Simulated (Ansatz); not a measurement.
Stepwise reaction of `[O]=[V]([F])([F])[Cl]` with water, as a gas-phase model of exchange steps in deposition or etching. ΔE in kJ/mol; ΔG adds harmonic PBE0-D4 terms to CCSD(T)/CBS, at 1 bar.

Program: Ansatz. Geometries: PBE0-D4/def2-TZVP. ΔE: electronic, gas phase. CBS: MP2 limit from def2 TZ/QZ plus the TZ coupled-cluster correction, frozen cores. This one scheme is used for every species. Functionals use def2-TZVPP. B3LYP here is the variant with VWN-RPA as its local correlation; programs differ in this. For V outer-core shells are correlated without core-valence functions, which leaves a few kJ/mol of doubt a bond. Scalar relativity is left out up to krypton. Each species was taken in one conformer, which may not be the lowest.

```
step                                                        reaction  PBE-D4  B3LYP-D4  ωB97M-V  CCSD(T)/CBS  ΔG(500 K)
   1  `[O]=[V]([F])([F])[Cl]` + H₂O → `[O]=[V]([OH])([F])[Cl]` + H–F    17.5      15.5     16.3          7.0        9.6
```

Question: Give the row of step 2, `[O]=[V]([OH])([F])[Cl]` + H₂O → `[O]=[V]([OH])([OH])[Cl]` + H–F. (Best estimate.)

Answer: The calculation gave: 
```tsv
step	reaction	PBE-D4	B3LYP-D4	ωB97M-V	CCSD(T)/CBS	ΔG(500 K)
2	`[O]=[V]([OH])([F])[Cl]` + H₂O → `[O]=[V]([OH])([OH])[Cl]` + H–F	25.9	24.5	24.8	16.0	17.7
```

Question: By hand: ΔE of the 2 steps together at CCSD(T)/CBS.

Answer: (7.0) + (16.0) = 23.0 kJ/mol, or 11.5 kJ/mol a step.

In ΔE each step is higher than the one before. All are uphill at CCSD(T)/CBS. ΔG lies between 9.6 and 17.7 kJ/mol a step. PBE-D4 differs from CCSD(T)/CBS by 9.9 to 10.5 kJ/mol a step. Isolated molecules leave out the surface, adducts and barriers. Largest T1 diagnostic: 0.032.
